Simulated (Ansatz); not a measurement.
Geometry optimisation, RHF/def2-SVP (Ansatz).

Input file:

```yaml
crystal:
  periodic: [false, false, false]
  atoms:
    - { symbol: B, position_ang: [-0.7305, 0.5088, 2.4575] }
    - { symbol: "N", position_ang: [-0.4891, 0.3931, 0.9591] }
    - { symbol: C, position_ang: [0.4068, -0.5101, 0.3689] }
    - { symbol: C, position_ang: [0.4997, -0.3552, -0.9308] }
    - { symbol: C, position_ang: [1.2624, -1.148, -1.9079] }
    - { symbol: O, position_ang: [-0.4827, 0.6348, -1.2972] }
    - { symbol: C, position_ang: [-1.074, 1.1493, -0.1223] }
    - { symbol: H, position_ang: [-0.1744, -0.0993, 3.2305] }
    - { symbol: H, position_ang: [-1.5702, 1.3642, 2.8534] }
    - { symbol: H, position_ang: [1.0571, -1.2081, 0.9607] }
    - { symbol: H, position_ang: [1.0331, -0.8098, -2.9062] }
    - { symbol: H, position_ang: [1.0501, -2.2153, -1.7834] }
    - { symbol: H, position_ang: [2.2875, -0.9461, -1.6907] }
    - { symbol: H, position_ang: [-0.9003, 2.242, -0.011] }
    - { symbol: H, position_ang: [-2.1973, 0.949, -0.1512] }
basis:
  gaussian: { orbitals: def2-SVP }
hamiltonian:
  xc: hf
relax:
  f_tol: 0.02
  max_steps: 50
```

Run as:

```bash
$ ansatz run input.yaml --threads 2 --pin off --max-ram 3072MiB --backend cpu --events-out ev --progress --plain --runs-dir out
```

Problem. Where does it end, and by what steps?

Solution. The run converged. After 14 steps the energy has fallen by 0.968 eV; H13 moved furthest, 0.87 Å.

```json
{"step": "0", "energy less start (eV)": "0.0000", "largest force component (eV/Å)": "4.624", "accepted": "yes"}
{"step": "1", "energy less start (eV)": "-0.7305", "largest force component (eV/Å)": "1.729", "accepted": "yes"}
{"step": "2", "energy less start (eV)": "-0.8045", "largest force component (eV/Å)": "0.873", "accepted": "yes"}
{"step": "3", "energy less start (eV)": "-0.8002", "largest force component (eV/Å)": "1.345", "accepted": "no"}
{"step": "4", "energy less start (eV)": "-0.8617", "largest force component (eV/Å)": "0.131", "accepted": "yes"}
{"step": "5", "energy less start (eV)": "-0.8736", "largest force component (eV/Å)": "0.099", "accepted": "yes"}
{"step": "6", "energy less start (eV)": "-0.8881", "largest force component (eV/Å)": "0.454", "accepted": "yes"}
{"step": "7", "energy less start (eV)": "-0.9341", "largest force component (eV/Å)": "0.268", "accepted": "yes"}
{"step": "8", "energy less start (eV)": "-0.9618", "largest force component (eV/Å)": "0.158", "accepted": "yes"}
{"step": "9", "energy less start (eV)": "-0.9649", "largest force component (eV/Å)": "0.116", "accepted": "yes"}
{"step": "10", "energy less start (eV)": "-0.9651", "largest force component (eV/Å)": "0.130", "accepted": "yes"}
{"step": "11", "energy less start (eV)": "-0.9591", "largest force component (eV/Å)": "0.286", "accepted": "no"}
{"step": "12", "energy less start (eV)": "-0.9678", "largest force component (eV/Å)": "0.025", "accepted": "yes"}
{"step": "13", "energy less start (eV)": "-0.9679", "largest force component (eV/Å)": "0.118", "accepted": "yes"}
{"step": "14", "energy less start (eV)": "-0.9680", "largest force component (eV/Å)": "0.012", "accepted": "yes"}
```

```xyz
15
Properties=species:S:1:pos:R:3
B -0.769 0.564 2.384
N -0.489 0.353 1.039
C 0.296 -0.669 0.450
C 0.475 -0.394 -0.829
C 1.231 -1.079 -1.908
O -0.152 0.768 -1.169
C -0.950 1.160 -0.084
H -0.343 -0.207 3.201
H -1.438 1.511 2.700
H 0.673 -1.493 1.031
H 0.563 -1.349 -2.728
H 1.710 -1.980 -1.529
H 1.996 -0.412 -2.310
H -0.829 2.225 0.099
H -1.998 0.950 -0.317
```

The run took 60 s on 2 threads of AMD EPYC 7R13 Processor (Zen 3), with other jobs on the host, peak memory 0.38 GiB.
